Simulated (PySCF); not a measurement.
# TeI₃⁺: from structure and modes to constants

Level of theory: PBE0/[Te def2-SVP with ECP28, I def2-SVP with ECP28], scalar-relativistic core potentials, density fitting, no spin–orbit coupling, PySCF.

The singlet minimum has C3v symmetry. Masses (u): Te 129.90622, I 126.90447.

```xyz
4
charge 1 multiplicity 1, angstrom
Te    0.0000    0.0000   -0.8635
I     2.4141    0.0000    0.2947
I    -1.2070    2.0906    0.2947
I    -1.2070   -2.0906    0.2947
```

Harmonic wavenumbers (cm⁻¹): 61.5 (e, ×2), 80.3 (a1, ×1), 201.4 (a1, ×1), 212.6 (e, ×2).

**Question.** Find the principal moments of inertia and the rotational constants. What kind of rotor is it?

**Answer.** About the centre of mass I = 1239.2, 1239.2, 2218.7 u Å². With B = 16.8576/I this gives 0.0136, 0.0136, 0.007598 cm⁻¹. The molecule is an oblate symmetric top.

**Question.** Find the vibrational entropy and heat capacity at 298.15 K.

**Answer.** With u = 1.43878 ω/T, each mode gives S = R[u/(eᵘ−1) − ln(1−e⁻ᵘ)] and C = R u² eᵘ/(eᵘ−1)².
| ω (cm⁻¹) | u | S (J/(mol K)) | C (J/(mol K)) |
| --- | --- | --- | --- |
| 61.5 (×2) | 0.297 | 18.45 | 8.25 |
| 80.3 | 0.387 | 16.25 | 8.21 |
| 201.4 | 0.972 | 8.87 | 7.69 |
| 212.6 (×2) | 1.026 | 8.46 | 7.62 |
The sums over all modes are S = 78.9 and C = 47.7 J/(mol K); the softest mode gives 23 % of the entropy (each member, where degenerate).

**Question.** Give the standard entropy (298.15 K, 1 bar) by its translational, rotational, vibrational and spin parts, and Cp.

**Answer.** Sackur–Tetrode with M = 510.62 u gives 186.6; rotation with symmetry number 3 gives 130.6; vibration 78.9; spin R ln 1 = 0.0. The total is 396.2 J/(mol K), and Cp = 4 R + 47.7 = 80.9 J/(mol K).

Only a few start shapes were tried, so a lower isomer may exist.
